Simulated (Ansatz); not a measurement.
A made-up structure of SiH2SO2, singlet:

O1  (-0.149, 1.306, 0.014)
Si2  (-0.159, -0.431, -0.135)
O3  (0.917, -0.807, 0.510)
S4  (-1.222, -1.759, -0.912)
H5  (-0.750, 1.702, -0.331)
H6  (1.363, -0.011, 0.855)
(Å)

It is relaxed with PBE-D4/def2-SVP and then PBE0-D4/def2-TZVP (Ansatz 0.2.0). Atoms count as bonded within 1.22 times the sum of their covalent radii (H–H: 0.88 Å). The end point is not checked to be a true minimum.

Question: Does its bonding change? (A judgement: the text doesn't fix the answer.)

Answer: By the calculation: No: no bond forms or breaks.

Where it ends: The first stage lowers the energy by 5.39 eV in 8 steps. It ends as SiH₂SO₂ ([OH][Si]([OH])[S]):
O1  (-0.232, 1.229, -0.045)
Si2  (-0.179, -0.392, -0.145)
O3  (1.156, -0.813, 0.659)
S4  (-1.432, -1.565, -1.028)
H5  (-0.984, 1.639, -0.483)
H6  (1.672, -0.098, 1.042)
(Å)

Labels in which every atom is bracketed show which atoms are joined, not bond orders.

For scale, one of the runs: PBE0-D4/def2-TZVP relaxation, 148 basis functions, launched by `ansatz run in.yaml --threads 2 --pin off --events-out ev --progress --plain --max-ram 4352MiB`. The run took about 22 s on 2 CPU threads of an Arm Neoverse V1 (shared host).
